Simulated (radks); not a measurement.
Results of a calculation; reference values are marked as such.
Fractional charge and spin in the 3s shell of phosphorus: the spin-up occupation runs from 0 to 1 and the spin-down occupation from 0 to 1; the fullest corner is P, [Ne] 3p(up 1.5, down 1.5) 3s(up 1, down 1). Code: a radial shooting solver on a logarithmic mesh with Libxc functionals. Model: scalar-relativistic Kohn-Sham, BLYP, spin-polarised, spherical densities, finite nucleus; Fermi nuclear charge, rms radius of each element as measured or else 0.836 A^(1/3) + 0.57 fm. Energy (eV) minus the two flat planes that join the four corners (they meet along the diagonal where the two added fractions sum to one electron); zero is where a piecewise linear energy would lie.

down \ up,0,0.25,0.5,0.75,1
0,0.000,-1.010,-1.339,-0.998,0.000
0.25,-1.010,-1.255,-0.837,0.231,-0.887
0.5,-1.339,-0.837,0.309,-0.738,-1.170
0.75,-0.998,0.231,-0.738,-1.098,-0.867
1,0.000,-0.887,-1.170,-0.867,0.000

Corners above the fullest one (they belong to P+ and the next ion): (up 1, down 0) 18.398 eV, (up 0, down 1) 18.398 eV, (up 0, down 0) 48.092 eV. With half an added electron in each spin the energy lies 0.309 eV from the planes, and with half an added electron in spin up alone -1.339 eV. The planes are only a guide here: the flat-plane condition holds for ground states with one frontier orbital, while this shell lies below other occupied shells, so the corners above the fullest one are inner-hole states and not the ground states of those ions.
